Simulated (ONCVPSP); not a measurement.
**Al: variants of one ONCV potential**

Base potential:

| Item | Value |
| --- | --- |
| Element | Al |
| Generator | ONCVPSP 4.0.1 |
| Type | optimised norm-conserving Vanderbilt (ONCV) |
| Functional | LDA (Perdew-Zunger) |
| Relativity | scalar-relativistic |
| Frozen core | [Ne] |
| Valence charge | 3 |
| Reference configuration | 3s2 3p1 |
| Partial waves | 3s: rc 2.25 bohr, ncon 4, nbas 8, qcut 2.9 1/bohr, 2 projectors, debl 3.2 Ha; 3p: rc 2.50 bohr, ncon 4, nbas 8, qcut 4 1/bohr, 2 projectors, debl 4 Ha |
| Local potential | polynomial inside 1.75 bohr (lpopt 4, dvloc0 2 Ha) |
| Core correction | Teter function, fcfact 6, rcfact 1.7 |

Cutoffs, loose and tight: the cutoffs (Ha) at which the residual kinetic energy of the hardest occupied pseudo-wave falls to 1 and 0.1 mHa per electron. They do not see the model core or the augmentation charge, which bear on the density cutoff. Test errors are all-electron minus pseudo excitation energies from the reference, over the configurations 3s2 3p0; 3s1 3p0; 3s2 3p0.5; 3s1 3p1. A dash means not determined; rows that change the core or the reference have their own tests.

For the base: The cutoffs count occupied waves only; projector 2 of the s channel, the hardest unoccupied one, needs 41 Ha at the loose tolerance.

| change | outcome | cutoff, loose | cutoff, tight | bound ghosts | GHOST(+) flags above zero | largest test error (meV) |
| --- | --- | --- | --- | --- | --- | --- |
| base | generated | 5.3 Ha | 29 Ha | none | none | -161 |
| p: rc 2.82 | generated | 5.3 Ha | 29 Ha | none | none | -163 |
| core correction Teter function, fcfact 6, rcfact 1.12 | generated | 5.3 Ha | 29 Ha | none | none | +34 |
| reference 3s2 3p0.75 | generated | 5.5 Ha | 29 Ha | none | none | -151 |
| all radii but the core radius scaled by about 1.28 (s 2.88, p 3.20 bohr); local potential polynomial inside 2.24 bohr (lpopt 4, dvloc0 2 Ha) | generated | 3.1 Ha | 4.8 Ha | none | p | -184 |
| p: debl 1.55 | generated | 5.3 Ha | 29 Ha | none | none | -161 |
| core correction Teter function, fcfact 5.4, rcfact 1.7 | generated | 5.3 Ha | 29 Ha | none | none | -147 |
| s: rc 2.3 | generated | 4.7 Ha | 27 Ha | none | none | -162 |
